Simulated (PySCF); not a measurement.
SMILES CCC[SiH2]C=O (GFN2-xTB optimised geometry):

```
16

C      2.468    -1.427     0.084
C      0.944    -1.454     0.077
C      0.352    -0.048     0.000
Si    -1.551    -0.048     0.000
C     -2.122     1.784     0.000
O     -2.870     2.262    -0.814
H      2.870    -2.436     0.142
H      2.835    -0.862     0.938
H      2.845    -0.959    -0.823
H      0.586    -1.949     0.982
H      0.596    -2.042    -0.775
H      0.731     0.443    -0.900
H      0.725     0.535     0.847
H     -2.061    -0.632     1.247
H     -2.108    -0.719    -1.172
H     -1.735     2.436     0.817
```

Method: PBE/def2-TZVP run with PySCF.

Problem. What are the frontier orbital energies and the dipole moment?

Solution. HOMO-2 -8.20 eV, HOMO-1 -7.54 eV, HOMO -5.33 eV, LUMO -2.54 eV, LUMO+1 -0.20 eV; dipole moment 2.93 D.

Meta-Löwdin charges at PBE/def2-TZVP: C1 -0.35, C2 -0.19, C3 -0.43, Si4 0.53, C5 0.06, O6 -0.34, H7 0.12, H8 0.11, H9 0.11, H10 0.11, H11 0.11, H12 0.12, H13 0.12, H14 -0.08, H15 -0.08, H16 0.06.
